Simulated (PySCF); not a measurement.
**Spin states and ions at one geometry of Y2S3**

PySCF 2.14.0, RKS PBE0, Y def2-SVP with ECP28, S def2-SVP; non-relativistic Hamiltonian with scalar-relativistic core potentials where named; density fitting; no spin-orbit coupling; singlets restricted, open shells unrestricted. The geometry is relaxed for charge 0, singlet, vacuum:

```xyz
5

Y     0.0000    0.0000    1.4993
Y     0.0000    0.0000   -1.4993
S     2.0303    0.0000    0.0000
S    -1.0152    1.7583    0.0000
S    -1.0151   -1.7583    0.0000
```

Energies count from the relaxed state; an electron taken off or put on is at rest in vacuum. Charges and spins are Mulliken's.

Q: Order these states by energy, lowest first.
A. charge 0, triplet, vacuum
B. charge +1, doublet, vacuum
C. charge 0, singlet, vacuum
D. charge -1, doublet, vacuum

A: D (-1.05 eV), C (0.00 eV), A (1.93 eV), B (6.93 eV).

Q: How do charge and spin on the first atom follow?

A: 
| state | spin squared | charge on Y1 (e) | spin on Y1 (e) | dipole about the centre of mass (D) |
| --- | --- | --- | --- | --- |
| charge 0, singlet, vacuum | 0.00 | 0.72 | 0.00 | 0.00 |
| charge 0, triplet, vacuum | 2.02 | 0.62 | 0.35 | 0.00 |
| charge +1, doublet, vacuum | 0.77 | 0.94 | -0.14 | 0.00 |
| charge -1, doublet, vacuum | 0.75 | 0.30 | 0.49 | 0.00 |

With an electron taken off (doublet) the charges change, summed by element, by Y +0.44 e, S +0.56 e. The vertical ionisation energy is 6.93 eV, against −ε(HOMO) = 5.20 eV of the relaxed state. The level lies 1.7 eV too high, as is usual for semilocal functionals and global hybrids, which keep a self-interaction error.

With an electron put on (doublet) the charges change, summed by element, by Y -0.85 e, S -0.15 e. The vertical electron affinity is 1.05 eV, against −ε(LUMO) = 1.98 eV of the relaxed state. The basis has no diffuse functions, which an added electron needs.

Open shells may have lower solutions than those found.
